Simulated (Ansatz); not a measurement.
Basis-set series for `[OH][Ga][F]` radical. Charge 0, multiplicity 2. Geometry: relaxed with PBE0-D4/def2-TZVP. It is one conformer, not always the lowest.

Z-matrix (Å, degrees):
```
O
Ga 1 1.795
H 1 0.961 2 113.8
F 2 1.759 1 114.7 3 -180.0
```

| functional | basis | functions | energy (Eh) | HOMO (eV) | LUMO (eV) |
| --- | --- | --- | --- | --- | --- |
| PBE0-D4 | def2-TZVPP | 124 | -2100.21498 | -7.02 | -3.67 |
| PBE0-D4 | def2-QZVPP | 233 | -2100.26970 | -7.07 | -3.74 |
| ωB97M-V | def2-TZVPP | 124 | -2100.49336 | -9.12 | -1.94 |
| ωB97M-V | def2-QZVPP | 233 | -2100.54608 | -9.19 | -2.07 |

(1) Give the rows for def2-SVP. (An estimate is asked.)

Answers

(1) Computed: 
```
functional     basis  functions  energy (Eh)  HOMO (eV)  LUMO (eV)
   PBE0-D4  def2-SVP         65  -2099.74294      -6.90      -3.59
   ωB97M-V  def2-SVP         65  -2100.01819      -8.99      -1.87
```

HOMO and LUMO are taken over both spins. Scalar relativity is left out up to krypton.
